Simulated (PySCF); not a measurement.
Species: CH7PSSi.
Bonds: C1–S2, S2–Si3, Si3–P4. Hydrogens: H5, H6, H7 on C1; H8, H9 on Si3; H10, H11 on P4.

Vertical excitations from PySCF (density fitting, frozen core in the response, grid level 2 and gas phase unless stated; continuum runs use non-equilibrium linear response for the excitations) on a GFN2-xTB geometry. Reference run:

```
                                   settings    S1, eV (f)    S2, eV (f)    S3, eV (f)    S4, eV (f)    S5, eV (f)    S6, eV (f)  T1, eV (Tamm–Dancoff)  mean α (au)
CAM-B3LYP/def2-SVPD, full TDDFT, 8 singlets  5.55 (0.002)  5.99 (0.011)  6.49 (0.002)  6.59 (0.008)  6.67 (0.004)  6.78 (0.042)                   5.19         88.7
```

**Question.** What do these settings give: PBE0/6-311G**, fitting basis def2-qzvpp-jkfit, start guess vsap, full TDDFT, 3 singlets?

**Answer.** 
| settings | S1, eV (f) | S2, eV (f) | S3, eV (f) | S4, eV (f) | S5, eV (f) | S6, eV (f) | T1, eV (Tamm–Dancoff) | mean α (au) |
| --- | --- | --- | --- | --- | --- | --- | --- | --- |
| PBE0/6-311G**, fitting basis def2-qzvpp-jkfit, start guess vsap, full TDDFT, 3 singlets | 5.46 (0.006) | 5.79 (0.003) | 6.05 (0.003) | – | – | – | 5.14 | 80.1 |

S1 moves by -0.09 eV; functional and basis change together, so the shift can't be laid on one. States are counted by energy in each run and needn't keep their character from row to row.

All basis functions are spherical, in the Pople sets too.

**Question.** Which orbital pairs make up S1 in each run, and how does it sit against the orbital gap?

**Answer.** 
```json
{"settings": "CAM-B3LYP/def2-SVPD, full TDDFT, 8 singlets", "S1 configurations (weight)": "H→L 0.82", "S1 (eV)": "5.55", "orbital gap (eV)": "8.97", "S1 − gap (eV)": "-3.42"}
{"settings": "PBE0/6-311G**, fitting basis def2-qzvpp-jkfit, start guess vsap, full TDDFT, 3 singlets", "S1 configurations (weight)": "H→L 0.86, H→L+2 0.10", "S1 (eV)": "5.46", "orbital gap (eV)": "6.85", "S1 − gap (eV)": "-1.39"}
```

Conformer computed: `[CH3:1][S:2][SiH2:3][PH2:4]`: C1–S2–Si3–P4 -174°, H–P4–Si3–S2 -168°, H–P4–Si3–S2 -75°.

One conformer stands for the species.
